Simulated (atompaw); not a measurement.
beryllium (Be): one change to a PAW (atompaw) potential, before and after

| Property | Result |
| --- | --- |
| Element | beryllium (Be) |
| Generator | atompaw 4.2.0.5 |
| Type | PAW |
| Functional | PBE |
| Relativity | scalar-relativistic |
| Frozen core | [He] |
| Valence charge | 2 |
| Reference configuration | 2s2 2p0 |
| Partial waves | 2s (bound): rc 3.00 bohr; 2s channel at 3.35 Ry: rc 2.40 bohr; 2p (bound, empty): rc 3.00 bohr; 2p channel at 2.15 Ry: rc 3.00 bohr; 3d channel at 0.25 Ry: rc 3.00 bohr |
| Local potential | bessel scheme, radius 2.40 bohr |
| Core correction | smooth core density matched at 1.90 bohr |
| Augmentation charge | sinc compensation charge, radius 2.25 bohr; PAW radius 3.00 bohr; waves and projectors: modrrkj vanderbiltortho |

All-electron outer shells of the reference configuration (PBE, scalar-relativistic, ld1.x):

```json
{"shell": "1s", "level (eV)": "-106.21", "outermost node (bohr)": "–", "outermost maximum (bohr)": "0.27"}
{"shell": "2s", "level (eV)": "-5.61", "outermost node (bohr)": "0.59", "outermost maximum (bohr)": "2.04"}
{"shell": "2p", "level (eV)": "-2.02", "outermost node (bohr)": "–", "outermost maximum (bohr)": "2.28"}
```

Change: local potential troulliermartins scheme with l = 3 at 1 Ry, radius 2.40 bohr.

Cutoffs: the cutoffs (Ry, on a coarse ladder) from which the occupation-weighted sum of valence levels, in a spherical-Bessel basis at the reference potential, stays within 10 and 1 mRy of its value at 400 Ry; they do not see the model core or the augmentation charge, which bear on the density cutoff.

Q: What does the change do?

A: Both files are so soft that the ladder of cutoffs tells neither apart; the range in which the d phases agree narrows (upper end 3.4 → 0.8); neither file shows a bound ghost.

```tsv
quantity	base	changed
cutoff, loose	6 Ry	6 Ry
cutoff, tight	6 Ry	6 Ry
bound ghosts	none	none
s: phases at 3.01 bohr within 0.05 rad from the reference energy up to (Ry; the scan ends near 5)	0.7	0.9
p: phases at 3.01 bohr within 0.05 rad from the reference energy up to (Ry; the scan ends near 5)	to the end of the scan	to the end of the scan
d: phases at 3.01 bohr within 0.05 rad from the reference energy up to (Ry; the scan ends near 5)	3.4	0.8
lowest overlap eigenvalue by channel	s 0.41, p 1.00, d 1.00	s 0.33, p 1.00, d 1.00
```

 The cutoffs see the waves, projectors and local potential, not the compensation charge or the core.
